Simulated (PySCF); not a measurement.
Species: C4H10GeO.
Z-matrix (Å and degrees, PBE0-D3(BJ)/def2-SVP geometry), rows numbered from 1:
```
C 
C   1  1.4937
C   2  1.3377  1  127.68
C   3  1.4945  2  127.43  1     0.65
O   4  1.4070  3  108.96  2  -138.76
Ge  5  1.7828  4  119.32  3   179.08
H   1  1.1035  2  110.90  3  -111.96
H   1  1.1021  2  110.82  3   130.13
H   1  1.0991  2  112.96  3     8.71
H   2  1.0967  1  115.38  3   179.36
H   3  1.0957  2  118.93  1   179.70
H   4  1.1078  3  110.86  2   -15.81
H   4  1.1122  3  108.83  2   100.68
H   6  1.5439  5  109.27  4    61.53
H   6  1.5321  5  104.87  4  -178.53
H   6  1.5436  5  108.92  4   -58.44
```

The calculation used PySCF 2.14.0, delta-SCF UKS SCAN, pcX-2 on the ionised atom, pcseg-1 elsewhere, spin-free X2C. Each 1s hole has a ground state of its own, since the core basis sits on the ionised atom alone.

```tsv
ionised atom	basis functions	E(ground) (Eh)	binding energy (eV)
C1	178	-2327.70283	290.764
C2	178	-2327.70569	290.216
C3	178	-2327.70631	289.999
C4	178	-2327.70538	292.005
O5	178	-2327.73331	537.334
```

Q: Fill in the total energy of each core-ionised state.

A: With binding energy = E(ionised) − E(ground) and 27.2114 eV a hartree:

```csv
atom,binding energy (Eh),E(ionised) (Eh)
C1,10.6854,-2317.0174
C2,10.6652,-2317.0405
C3,10.6573,-2317.0490
C4,10.7310,-2316.9744
O5,19.7466,-2307.9867
```

Q: How much do the ground-state energies differ, and what would follow from using one of them for all holes?

A: They run from -2327.7333 Eh (core basis on O5) to -2327.7028 Eh (on C1), 0.0305 Eh or 0.83 eV apart, though the state is the same; only basis and grid differ. Pairing the ion of C1 with the ground state of O5 would put its binding energy 0.83 eV too high.

Lowest listed C 1s: C3, bonded to C (double bond), C and H. Highest, 2.00 eV above it: C4, bonded to O, C and 2 H. The widest gap between neighbouring values is 1.24 eV, between 290.76 and 292.00 eV. Summing the Pauling electronegativity differences to the bonded atoms, each weighted by its formal bond order, gives -0.35 for the lowest site and +0.19 for the highest; no listed site has a larger sum than the highest. The smallest sum, -1.05, belongs to C1, 0.76 eV above the lowest.

Only 1s holes are shown. One conformer (not necessarily the lowest) at the PBE0-D3(BJ)/def2-SVP geometry, without solvent, vibrations or thermal averaging.
